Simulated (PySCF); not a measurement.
## A PySCF run on AlTe⁺

State: triplet, unpaired electrons σ ↑, π ↑, a second solution, started from another occupation.

An equivalent input (the run itself took its basis sets from the Basis Set Exchange, started from a PBE0 density and held the occupation σ 9α 8β, πx 4α 4β, πy 4α 3β, δx 1α 1β, δy 1α 1β):

```python
from pyscf import gto, dft
mol = gto.M(atom='Al 0 0 0; Te 0 0 3.124', basis={'Al': 'def2-SVPD', 'Te': 'def2-SVPD'}, ecp={'Te': 'def2-SVPD'},
            charge=1, spin=2, verbose=4, symmetry='C2v')
mf = dft.UKS(mol, xc='PBE0')
mf.grids.atom_grid = (80, 434)
mf.grids.prune = dft.gen_grid.treutler_prune
mf.irrep_nelec = {'A1': (10, 9), 'A2': (1, 1), 'B1': (4, 4), 'B2': (4, 3)}
mf.conv_tol = 1e-9
mf.max_cycle = 60
mf.diis_space = 10
mf.kernel()
```

The log (some set-up lines and the per-cycle HOMO/LUMO lines removed):

```
******** <class 'pyscf.dft.uks_symm.SymAdaptedUKS'> ********
method = SymAdaptedUKS
damping factor = 0
level_shift factor = 0
DIIS = <class 'pyscf.scf.diis.CDIIS'>
diis_start_cycle = 1
diis_space = 10
diis_damp = 0
SCF conv_tol = 1e-09
SCF conv_tol_grad = None
SCF max_cycles = 60
number electrons alpha = 19  beta = 17
Set gradient conv threshold to 3.16228e-05
init E= -509.939095598012
cycle= 1 E= -509.95029279867  delta_E= -0.0112  |g|= 0.00428  |ddm|= 0.0478
cycle= 2 E= -509.950327361828  delta_E= -3.46e-05  |g|= 0.00367  |ddm|= 0.0223
cycle= 3 E= -509.950343299782  delta_E= -1.59e-05  |g|= 0.000893  |ddm|= 0.00984
cycle= 4 E= -509.950346654215  delta_E= -3.35e-06  |g|= 0.000557  |ddm|= 0.00549
cycle= 5 E= -509.950347783276  delta_E= -1.13e-06  |g|= 0.000212  |ddm|= 0.00371
cycle= 6 E= -509.950347916643  delta_E= -1.33e-07  |g|= 5.44e-05  |ddm|= 0.00128
cycle= 7 E= -509.950347926215  delta_E= -9.57e-09  |g|= 8.39e-06  |ddm|= 0.000391
cycle= 8 E= -509.950347926432  delta_E= -2.17e-10  |g|= 2.01e-06  |ddm|= 5.03e-05
Extra cycle  E= -509.950347926443  delta_E= -1.06e-11  |g|= 1.36e-06  |ddm|= 1.13e-05
converged SCF energy = -509.950347926443  <S^2> = 2.0176632  2S+1 = 3.0117525
```

A point of this curve took 0.59 CPU seconds beside 0.16 for the integrals, on Intel Xeon Platinum 8488C (shared host).

Spin–orbit coupling is left out.
